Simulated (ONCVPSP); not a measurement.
**Sb: one change to an ONCV potential, before and after**

antimony, optimised norm-conserving Vanderbilt (ONCV), made with ONCVPSP 4.0.1 (PBE, scalar-relativistic). Core [Ar] 3d10, reference 4s2 4p6 4d10 5s1 5p4. Waves: 4s+5s: rc 1.35 bohr, ncon 4, nbas 8, qcut 9 1/bohr, 2 projectors; 4p+5p: rc 1.40 bohr, ncon 4, nbas 8, qcut 10.6 1/bohr, 2 projectors; 4d: rc 1.30 bohr, ncon 5, nbas 10, qcut 9.4 1/bohr, local. Local part: the d channel. Core correction: none.

All-electron outer shells of the reference configuration (PBE, scalar-relativistic, ld1.x):

```
shell  level (eV)  outermost node (bohr)  outermost maximum (bohr)
   3p     -751.87                   0.13                      0.29
   3d     -517.34                      –                      0.24
   4s     -150.30                   0.39                      0.73
   4p     -103.25                   0.39                      0.76
   4d      -34.91                   0.38                      0.84
   5s      -13.62                   0.95                      1.88
   5p       -5.41                   1.04                      2.32
```

Change: all radii scaled by about 0.90 (s 1.22, p 1.26, d 1.16 bohr).

Cutoffs: the cutoffs (Ha) at which the residual kinetic energy of the hardest occupied pseudo-wave falls to 1 and 0.1 mHa per electron; they do not see the model core or the augmentation charge, which bear on the density cutoff. Errors are all-electron minus pseudo energies relative to the spin-unpolarised reference configuration.

How do hardness, ghosts and transferability respond?

The potential gets harder (41 Ha and 91 Ha → 45 Ha and 161 Ha); the errors of the 4 common tests hardly move; neither file shows a bound ghost. A smaller radius makes the pseudo-wave follow the all-electron one further in, where it bends more sharply, so more plane waves are needed.

```csv
quantity,base,changed
"cutoff, loose",41 Ha,45 Ha
"cutoff, tight",91 Ha,161 Ha
loose cutoff by channel,"s 30 Ha, p 25 Ha, d 41 Ha","s 34 Ha, p 35 Ha, d 45 Ha"
bound ghosts,none,none
GHOST(+) flags under 300 eV,none,none
"error for 4s2 4p6 4d10 5s2 5p3, meV [ΔE -8.11 eV]",+0.7,+0.5
"error for 4s2 4p6 4d10 5s2 5p2, meV [ΔE 0.21 eV]",-0.7,-0.8
"error for 4s2 4p6 4d10 5s2 5p1, meV [ΔE 16.17 eV]",-3.7,-3.8
"error for 4s2 4p6 4d10 5s0 5p5, meV [ΔE 8.32 eV]",-0.7,-0.5
```
